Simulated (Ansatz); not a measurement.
Cu5O4⁺: single points at one geometry.

```yaml
crystal:
  periodic: [false, false, false]
  atoms:
    - {symbol: Cu, position_ang: [-0.910746, -0.271516, 2.064427]}
    - {symbol: Cu, position_ang: [-1.552125, -1.483063, -0.750897]}
    - {symbol: Cu, position_ang: [-0.423603, 0.671875, -0.192541]}
    - {symbol: Cu, position_ang: [1.798903, 1.090637, 0.862958]}
    - {symbol: Cu, position_ang: [1.158011, -0.120393, -1.951720]}
    - {symbol: O, position_ang: [2.276827, 0.559906, -0.758305]}
    - {symbol: O, position_ang: [-0.692763, -0.214560, -1.803177]}
    - {symbol: O, position_ang: [0.063083, 1.214213, 1.516562]}
    - {symbol: O, position_ang: [-1.717598, -1.447098, 1.012684]}
basis:
  gaussian: {orbitals: def2-TZVP, initial_orbitals: start.molden}
total_charge: 1
hamiltonian: {xc: {name: r2SCANh}, dispersion: d4}
scf: {omitted_lower_state_checks: [starts]}
output: {orbitals: {seedname: orbitals}}
```

The file start.molden holds the orbitals of an earlier run on this structure, at another level or in another basis.

```sh
$ ansatz run in.yaml --threads 4 --pin off --events-out ev --progress --plain --max-ram 4787MiB
```

Shortened log:

```
Functional definition: r2SCANh
2969 factors; their error is unknown
the host lacks memory for fits, so the integrals are decomposed
3165 factors; integrals over basis functions are off by at most 7.7e-4 eV
mean field evaluation 1: about -231380.6592 eV, gradient 9.1e0 eV
mean field evaluation 2: about -231380.7621 eV, gradient 2.2e-1 eV
mean field evaluation 4: about -231380.9894 eV, gradient 1.3e-2 eV
mean field -231380.98936876 eV, -8503.0945236343 hartree, gradient 6.6e-5 eV, S^2 0.000000; 0 other end points of the search recorded, 0 dependent functions left out
reference -231380.98939284 eV, -8503.0945245194 hartree; 88, 88 occupied and 261, 261 virtual orbitals, 3165 factors
Total energy: -231381.11945999 eV, -8503.0993043990 hartree
Checks for a lower state left out: starts
```

It took 62 s on 4 threads of Intel Xeon on a shared host, peak host memory 2.2 GiB.

First input, but with `hamiltonian: {xc: hse06, dispersion: d4}` (abridged; 55 s):

```
Functional definition: HSE06
the host lacks memory for fits, so the integrals are decomposed
mean field -231345.56370480 eV, -8501.7926544961 hartree, gradient 4.9e-5 eV, S^2 0.000000
Total energy: -231345.99619536 eV, -8501.8085482311 hartree
Checks for a lower state left out: starts
```

As the first input, with `gaussian: {orbitals: def2-SVP, initial_orbitals: start.molden}`, `hamiltonian: {xc: pbe, dispersion: d4}` (abridged; 11 s):

```
Functional definition: PBE
mean field -231306.97734416 eV, -8500.3746318976 hartree, gradient 2.7e-5 eV, S^2 0.000000
Total energy: -231307.50110711 eV, -8500.3938798310 hartree
Checks for a lower state left out: starts
```

First input, but with `gaussian: {orbitals: def2-SVP, initial_orbitals: start.molden}`, `correlation: {method: mp2, frozen_orbitals: {Cu: 9, O: 1}}` and without the key `hamiltonian` (abridged; 2.6 min):

```
Functional definition: HF
mean field -231084.65384659 eV, -8492.2043940581 hartree, gradient 6.2e-6 eV, S^2 0.000000; unrestricted orbitals would lower it
mean field evaluation 16: about -231086.8648 eV, gradient 5.6e0 eV
mean field evaluation 32: about -231094.9613 eV, gradient 1.3e-3 eV
unrestricted determinant -231094.96125322 eV, -8492.5831842652 hartree, S^2 2.0130
49 core orbitals not correlated: weight in the atoms' cores, before any rotation towards them, 1.000 or more for the frozen orbitals, at most 0.000 for the correlated occupied ones
second order -70.72029920 eV of doubles, -0.00000000 eV of singles
Total energy: -231155.37414579 eV, -8494.8033171178 hartree
Checks for a lower state left out: starts
```

As the first input, with `hamiltonian: {xc: pbe0, dispersion: d4}` (abridged; 77 s):

```
Functional definition: PBE0
the host lacks memory for fits, so the integrals are decomposed
mean field -231346.22695094 eV, -8501.8170283422 hartree, gradient 1.8e-5 eV, S^2 0.000000
Total energy: -231346.67885855 eV, -8501.8336356406 hartree
Checks for a lower state left out: starts
```

First input, but with `gaussian: {orbitals: def2-SVP, initial_orbitals: start.molden}`, `hamiltonian: {xc: pbe0, dispersion: d4}` (abridged; 21 s):

```
Functional definition: PBE0
mean field -231304.15875674 eV, -8500.2710507203 hartree, gradient 1.9e-5 eV, S^2 0.000000
Total energy: -231304.61067579 eV, -8500.2876584390 hartree
Checks for a lower state left out: starts
```

As the first input, with `gaussian: {orbitals: STO-3G}`, `hamiltonian: {xc: hf}` (abridged; 56 s):

```
Functional definition: HF
mean field evaluation 16: about -228488.5148 eV, gradient 5.0e-1 eV
a density is far from that of the atoms, so the factors are made again for it
mean field evaluation 32: about -228488.6340 eV, gradient 2.5e-3 eV
mean field -228488.63395341 eV, -8396.8024226290 hartree, gradient 9.8e-6 eV, S^2 0.000000
Total energy: -228488.63395341 eV, -8396.8024226290 hartree
Checks for a lower state left out: starts
```

Geometry: PBE0-D4/def2-SVP.

HSE06 is defined as in plane-wave codes, on full-range PBE exchange. Correlated methods freeze 49 core orbitals. The restricted singlet is unstable towards broken spin symmetry at other levels; at r2SCANh-D4/def2-TZVP, HSE06-D4/def2-TZVP, PBE0-D4/def2-TZVP, PBE0-D4/def2-SVP this wasn't settled. At PBE-D4/def2-SVP, MP2/def2-SVP the restricted singlet (for correlated methods, its reference) is unstable: a solution with broken spin symmetry lies lower. The restricted singlet is unstable towards broken spin symmetry in Hartree–Fock (as tested in another run); at HF/STO-3G this wasn't settled. The structure comes from a short search, and lower isomers may exist.
